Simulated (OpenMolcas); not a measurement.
Computed transition rates of Cu VII

```yaml
Program: OpenMolcas
Method: "MS-CASPT2, IPEA 0.25 Eh, imaginary shift 0.1 Eh (closed shells correlated: 3s 3p)"
Basis: ANO-RCC-VTZP [6s5p3d2f1g]
Scalar_Hamiltonian: DKH2, point nucleus
Active_space: 5 electrons in 5 orbitals (3d)
State_averaging: 2S+1 = 6 even, 1 root; 2S+1 = 4 even, 24 roots; 2S+1 = 2 even, 75 roots
Spin-orbit_coupling: RASSI with atomic mean-field integrals over the reference wave functions, term energies averaged over their components
```

Rates come from the transition moments of the reference wave functions (E1 and E2 in the length form). At fixed line strength A goes as λ^-3 for E1 and M1 and as λ^-5 for E2, so a rate at the computed wavelength can be rescaled to the measured one. Measured vacuum wavelengths follow from level energies in the list in Gamrath, thesis, University of Mons (2023). Branching counts decays inside the model space alone, at computed energies, and the table is only a selection of the E2 and M1 lines, drawn from those between levels with measured partners whose computed energy lies within a factor of 1.5 of the measured one.

```csv
Upper,Lower,Type,λ computed (nm),λ measured (nm),A computed (s-1),A rescaled (s-1),Branching %
3d5 2P 3/2,3d5 2F 7/2(2),E2,175,179.7,1.63e+01,1.43e+01,30.8
3d5 2P 1/2,3d5 2D 3/2(1),E2,136.3,139.2,1.48e+01,1.33e+01,25.4
3d5 4P 5/2,3d5 6S 5/2,M1,190.9,197.1,1.24e+01,,99.9
3d5 2G 7/2(2),3d5 2I 11/2,E2,188,192.9,1.14e+01,1.00e+01,53.5
3d5 2G 9/2(2),3d5 2I 13/2,E2,189.4,193.7,1.10e+01,9.83e+00,58.7
3d5 4P 3/2,3d5 6S 5/2,M1,189.8,195.8,8.27e+00,,100.0
3d5 2S 1/2,3d5 4P 3/2,M1,218.1,223.2,6.12e+00,,76.5
3d5 2D 3/2(2),3d5 4D 1/2,M1,190.7,197.1,5.75e+00,,52.3
3d5 2D 3/2(1),3d5 4P 3/2,M1,456.8,472.6,2.35e+00,,58.9
3d5 2D 3/2(2),3d5 4D 3/2,M1,191.7,197.9,2.21e+00,,20.1
3d5 2H 11/2,3d5 2I 11/2,M1,675,704.4,1.83e+00,,19.4
3d5 4D 5/2,3d5 6S 5/2,M1,172.7,177.2,1.79e+00,,85.7
3d5 4F 3/2,3d5 4D 3/2,M1,472.3,488.8,1.61e+00,,31.4
3d5 4F 7/2,3d5 4D 7/2,M1,470.8,485.3,1.38e+00,,26.6
3d5 4F 9/2,3d5 4D 7/2,M1,477.5,495.3,1.24e+00,,31.7
3d5 2F 7/2(2),3d5 4F 9/2,M1,804.8,809.8,1.06e+00,,50.2
3d5 4D 3/2,3d5 6S 5/2,M1,172.8,177.2,9.66e-01,,62.2
3d5 2F 7/2(2),3d5 4F 5/2,M1,815.5,815.6,7.07e-01,,33.4
3d5 4D 1/2,3d5 4P 1/2,M1,2210,2082,5.36e-01,,63.2
3d5 4D 3/2,3d5 4P 3/2,M1,1934,1865,3.91e-01,,25.2
3d5 2G 7/2(1),3d5 2F 7/2(1),M1,1244,1199,3.43e-01,,40.8
3d5 4D 7/2,3d5 4P 5/2,M1,2071,1996,3.38e-01,,85.6
3d5 4D 1/2,3d5 4P 3/2,M1,2044,1944,3.11e-01,,36.7
3d5 2G 7/2(1),3d5 4F 5/2,M1,1452,1487,2.17e-01,,25.9
3d5 4P 1/2,3d5 4P 3/2,M1,27220,29410,2.30e-03,1.82e-03,99.7
```

Spin-changing lines and M1 lines between different terms are not rescaled, since their strength hangs on the term gaps too.

The largest correction is for 3d5 4P 1/2 → 3d5 4P 3/2 (M1): 2.30e-03 × (27220 / 29410)^3 = 1.82e-03 s-1, a factor of 0.79.

The computed order of these levels differs from the measured one in 1 place, and where term gaps are wrong the rates of spin-changing lines can be off by large factors.

These are rates of the free ion; in crystals, glasses and complexes forced electric-dipole and non-radiative decay shorten such lifetimes by orders of magnitude. No measured rate stands beside these. Rescaling mends the energy factor alone: line strengths can still be far off where a level mixes with configurations outside the active space, and weak or spin-changing lines hang on small mixing coefficients that depend on the term gaps too, so rescaling need not improve them.

CASPT2 does not keep the components of a term degenerate, so their means are used; among the terms shown or strongly mixed into the levels shown the widest spread is 410 cm-1 (3d5 4F). Blocks of more than 70 roots (2S+1 = 2 even) ran without multistate coupling. Some levels mix across a computed gap that differs much from the measured one, so their mixing is not that of the real levels. Measured partners are found by configuration, term and J. A level has none where our copy of the source lacks it or the pairing is in doubt (some pairs that miss far off the trend of their configuration count as doubtful). Levels of configurations outside the active space are missing.

A number in round brackets counts repeated terms of one configuration in the order of the reference energies.
